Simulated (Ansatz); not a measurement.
Calculated with Ansatz (gas phase, PBE0-D4/def2-TZVP geometries, no zero-point term in ΔE). CCSD(T)/CBS is the MP2 limit (def2-TZVPP, def2-QZVPP) plus CCSD(T) − MP2 in def2-TZVPP, frozen cores. DFT in def2-TZVPP. HSE06 is defined as in plane-wave codes. One conformer a species, not always the lowest.

`C=CN[SiH2]Cl` → `C/C(Cl)=N\[SiH3]`  (isomerisation)

```tsv
level	ΔE (kJ/mol)
revPBE-D4	122.3
B97M-V	134.2
PBE0-D4	137.6
HSE06-D4	137.6
B2PLYP	138.0
r2SCAN	134.5
BHLYP	146.9
HF/def2-SVP	152.4
```

(1) What does CCSD(T)/CBS give? (Estimate.)

Largest T1 diagnostic among the species: 0.012.

## Answers

(1) Ansatz gave: +144.3 kJ/mol. The listed levels differ from it by -22.0, -10.1, -6.7, -6.7, -6.3, -9.8, 2.6, 8.1 kJ/mol.

Leaving LDA and LC-ωPBE aside and taking each functional with its dispersion term where it has one, the values, not all of them listed here, spread over 23.8 kJ/mol, from revPBE-D4 to BHLYP-D4. LDA lies +3.6 kJ/mol from PBE without D4. In def2-TZVPP, CCSD(T) changes the Hartree–Fock value by −12.6 kJ/mol (the triples alone add −4.8 kJ/mol) and MP2 by −10.8 kJ/mol. From PBE to PBE0 (25 % exact exchange), in def2-TZVPP and without D4, ΔE moves by +10.5 kJ/mol.
